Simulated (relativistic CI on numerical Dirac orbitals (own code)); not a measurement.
Spin-allowed bands of a d2 ion in an octahedral site, by hand

Problem. Take Δ = 26200 cm⁻¹ and B = 490 cm⁻¹ for a d2 ion in an octahedral site. Calculate the three spin-allowed bands.

Working.
1. The terms of highest spin are 3F (energy 0) and 3P (15B = 7350 cm⁻¹). Here the F term splits into A2 at +1.2Δ = 31440, T2 at +0.2Δ = 5240 and T1 at −0.6Δ = -15720 cm⁻¹.
2. The two T1 states mix through the element 0.4Δ: H = [[-15720, 10480], [10480, 7350]], with roots ½(H₁₁ + H₂₂) ∓ ½√[(H₂₂ − H₁₁)² + 4H₁₂²] = ½(-8370) ∓ ½(31170) = -19770 and 11400 cm⁻¹.
3. The ground term is 3T1 at -19770 cm⁻¹.
4. Bands: 3T2 25010 cm⁻¹ (400 nm), 3T1(P) 31170 cm⁻¹ (321 nm), 3A2 51210 cm⁻¹ (195 nm).

Check. Exact diagonalisation of the whole d2 shell with these parameters gives 3T2 25010, 3T1 31170, 3A2 51210 cm⁻¹. The match is exact, since without spin-orbit coupling no other term has this spin. The ratio of the second band to the first, 1.246, depends on Δ/B = 53.5 alone, which is how a Tanabe-Sugano diagram is read.
